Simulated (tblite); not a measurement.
C5H9OS (doublet state).
SMILES with atom numbers: `[CH3:1][C:2](=[O:3])[CH2:4][CH2:5][CH2:6][S:7]` (hydrogens: H8, H9, H10 on C1; H11, H12 on C4; H13, H14 on C5; H15, H16 on C6)

Cartesian coordinates in Å at the GFN2-xTB level; atoms count from 1:
```xyz
16
C5H9OS angstrom
C      2.412   -0.049    0.019
C      1.010   -0.601    0.045
O      0.703   -1.577    0.682
C      0.019    0.184   -0.791
C     -1.430   -0.209   -0.515
C     -1.867    0.185    0.891
S     -1.789    1.959    1.176
H      2.443    0.837    0.652
H      2.697    0.245   -0.988
H      3.113   -0.781    0.409
H      0.259   -0.003   -1.841
H      0.162    1.251   -0.605
H     -1.534   -1.292   -0.610
H     -2.083    0.271   -1.247
H     -1.224   -0.290    1.635
H     -2.898   -0.122    1.075
```

Computed values, GFN2-xTB/tblite, gas phase, harmonic and unscaled. Against measured fundamentals such values can be off by several per cent, at times by over 20. One conformer, not necessarily the lowest. Open shells enter through the occupations alone, without spin polarisation, and single modes of such species can be off by tens of per cent.

Harmonic wavenumbers (cm⁻¹): 39.1, 43.8, 105.7, 149.4, 189.0, 277.4, 362.9, 427.7, 475.0, 589.3, 698.7, 764.7, 814.5, 850.7, 944.4, 970.1, 990.7, 1027.0, 1105.5, 1110.4, 1132.5, 1157.0, 1217.4, 1246.2, 1321.6, 1330.3, 1369.5, 1412.4, 1425.2, 1451.0, 1458.5, 1460.2, 1774.6, 2959.9, 2961.5, 2971.6, 2973.2, 2983.8, 2990.8, 3016.5, 3042.5, 3057.8.

A = 3702, B = 1183, C = 1086 MHz; mass 117.037 u (most abundant isotopes); point group C1, symmetry number 1; spin multiplicity 2.

Task: Zero-point energy?

Result: Half the sum of the wavenumbers: 28325 cm⁻¹ = 80.98 kcal/mol.

Task: What is S at 298.15 K and 1 bar for an ideal gas of classical rigid rotors and harmonic oscillators?

Result: Translation 40.21, rotation 28.60, vibration 25.13, spin (R ln 2) 1.38: S = 95.3 cal/(mol K).

Task: And Cp and H(298.15 K) − H(0)?

Result: Cp = 31.26 cal/(mol K), of which vibrations give 23.31 (their classical limit is 42 R = 83.5); H(298.15 K) − H(0) = 6.02 kcal/mol without the zero-point energy, 3.65 from vibrations.

Task: What must be added to the electronic energy to get the Gibbs energy at 298.15 K and 1 bar?

Result: ZPE + [H(298.15 K) − H(0)] − T·S = 80.98 + 6.02 − 28.42 = 58.58 kcal/mol.

Task: Blend soft modes into free rotors: weight 1/[1 + (100 cm⁻¹/ν̃)⁴] for the oscillator and the rest for a rotor with moment μB/(μ + B), μ = h/(8π²ν), B = 10⁻⁴⁴ kg m². What vibrational entropy results?

Result: 22.02 cal/(mol K) in place of 25.13, which changes −T·S at 298.15 K by +0.93 kcal/mol.

Hindered rotation and anharmonicity are outside this model. Other conformers, if any are populated, would add a mixing term that is left out. The structure is chiral; the term R ln 2 for an equal mix with its mirror image is left out.
